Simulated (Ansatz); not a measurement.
`C=C(C)[SiH2][SiH3]` + HCl → `[SiH3][SiH2]Cl` + propene at 600 K and 1 bar (ligand exchange at the Si–C bond).

Gas-phase electronic energies from Ansatz, PBE0-D4/def2-TZVP geometries. CCSD(T)/CBS adds triple-zeta CCSD(T) − MP2 to the extrapolated MP2 energy (def2 sets, frozen cores). This one scheme is used for every species. One conformer a species, not always the lowest.

| species | CCSD(T)/CBS energy (Eh) | H − E (kJ/mol) | S (J/(mol·K)) |
| --- | --- | --- | --- |
| `C=C(C)[SiH2][SiH3]` | -698.30589 | 374.3 | 505.8 |
| HCl | -460.38127 | 35.4 | 207.2 |
| `[SiH3][SiH2]Cl` | -1040.97629 | 165.1 | 399.9 |
| `C=CC` | -117.74610 | 248.6 | 323.1 |

H − E and S are ideal-gas, rigid-rotor, harmonic terms from PBE0-D4/def2-TZVP, for one conformer and one mirror image of each species. 1 Eh = 2625.50 kJ/mol, R = 8.31446 J/(mol·K).

**Question.** By hand: ΔE, ΔH, ΔS and ΔG.

**Answer.** ΔE = (-1040.97629) + (-117.74610) − (-698.30589) − (-460.38127) = -0.03523 Eh = -92.5 kJ/mol. Δ(H − E) = 165.1 + 248.6 − 374.3 − 35.4 = 4.0, so ΔH = -88.5 kJ/mol. ΔS = 399.9 + 323.1 − 505.8 − 207.2 = 10.0 J/(mol·K). ΔG = -88.5 − 600 × (10.0)/1000 = -94.5 kJ/mol.

**Question.** By hand: the equilibrium constant, and the temperature at which ΔG would vanish if ΔH and ΔS stayed fixed.

**Answer.** log₁₀ K = −ΔG/(RT ln 10) = 8.2. ΔH and −TΔS have one sign here, so there is no such temperature.

The number of gas molecules stays the same, so ΔS is small and ΔH decides. A doubt of 5 kJ/mol in ΔE shifts log₁₀ K by 0.4 here. Other conformers and mirror images would add mixing entropy, several J/(mol·K) or more a flexible species. Modes under 60 cm⁻¹, often nearly free rotors, make the harmonic entropy too high. These are equilibria of isolated gas molecules and say nothing of rates. Largest T1 diagnostic: 0.012 (customary marks: 0.02 for closed shells, 0.045 for open ones).

ΔS is within the doubt of such terms, so its sign, and with it that verdict, could turn.
